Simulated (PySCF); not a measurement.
**A run with a changed setting**

The sound run of Pb(SH)4 (singlet) uses PySCF 2.14.0, RKS B3LYP, Pb def2-SVP with ECP60, S def2-SVP, H def2-SVP; non-relativistic Hamiltonian with scalar-relativistic core potentials where named; density fitting; no spin-orbit coupling, grid (50, 194), threshold 1e-8 and 55 cycles at the relaxed geometry. This run, with dm0 from free metal ions and neutral atoms, differs:

```python
mol = gto.M(atom='''
Pb     0.00000    -0.00000     0.00000
S      1.47957     1.56600     1.35987
H      2.42968     0.61312     1.52076
S     -1.47957    -1.56600     1.35987
H     -2.42968    -0.61312     1.52076
S      1.56600    -1.47957    -1.35987
H      0.61312    -2.42968    -1.52076
S     -1.56600     1.47957    -1.35987
H     -0.61312     2.42968    -1.52076''',
    basis={'Pb': 'def2-SVP', 'S': 'def2-SVP', 'H': 'def2-SVP'},
    ecp={'Pb': 'def2-SVP'},
    charge=-3, spin=0)
mf = dft.RKS(mol, xc='B3LYP')
mf.grids.atom_grid = (50, 194)
mf = mf.density_fit()  # fitting sets: Pb def2-universal-JKFIT, S def2-universal-JKFIT, H def2-universal-JKFIT
mf.conv_tol = 1e-08; mf.max_cycle = 96
mf.kernel(dm0)
```

**Question.** What was changed, and how did it end?

**Answer.** The charge was changed. The program refused it. The cycle limit differs too. These settings are unsound on purpose: the numbers aren't the compound's.
```
RuntimeError: Electron number 93 and spin 0 are not consistent
Note mol.spin = 2S = Nalpha - Nbeta, not 2S+1
```

Run from Python with OMP_NUM_THREADS=2; the lines above give its settings.

A frequency check found unstable modes (1, the lowest at -37 cm⁻¹), so the relaxed geometry is a saddle point, or these are noise.
